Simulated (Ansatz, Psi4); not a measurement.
# How methods differ on C2HF2Ge (SMILES C#[C][Ge]([F])[F])

C2HF2Ge: 6 atoms, total charge 0, spin state doublet. SMILES: `C#[C][Ge]([F])[F]`. Geometry: relaxed at PBE0-D4/def2-TZVP.

```tsv
atom	x (Å)	y (Å)	z (Å)
C	-0.1901	0.5184	1.6929
C	-0.1314	0.2042	0.5303
Ge	-0.2896	-0.1397	-1.3231
F	-0.2766	-1.8506	-1.5651
F	1.1429	0.4241	-2.1082
H	-0.2132	0.7797	2.7270
```

Quantity: the electronic atomisation energy, in eV. The values are calculated. Electronic energies at fixed atoms, without zero-point motion or spin-orbit coupling.

| level | kind | program | value (eV) | CPU time (all runs) |
| --- | --- | --- | --- | --- |
| UPBE/6-31G* (spherical functions) | GGA | Ansatz | 26.01 | 14 s |
| U-r2SCAN/6-31G* (spherical functions) | meta-GGA | Ansatz | 25.09 | 37 s |
| UB3LYP/6-31G* (spherical functions) | global hybrid | Ansatz | 24.59 | 18 s |
| UM06-2X/6-31G* (spherical functions) | hybrid meta-GGA | Psi4 | 25.06 | 99 s |
| UPBE0/6-31G* (spherical functions) | global hybrid | Ansatz | 24.83 | 17 s |
| U-wB97M-V/6-31G* (spherical functions) | range-separated hybrid | Psi4 | 25.04 | 5.3 min |
| U-wB97X/6-31G* (spherical functions) | range-separated hybrid | Ansatz | 24.88 | 69 s |
| UHSE06/6-31G* (spherical functions) | range-separated hybrid | Ansatz | 24.85 | 20 s |

All-electron rows without a relativistic Hamiltonian named are non-relativistic. The values span 24.59 to 26.01 eV. Times are those of the runs behind each value, whatever else they computed, on shared processors of several kinds: orders of magnitude only.
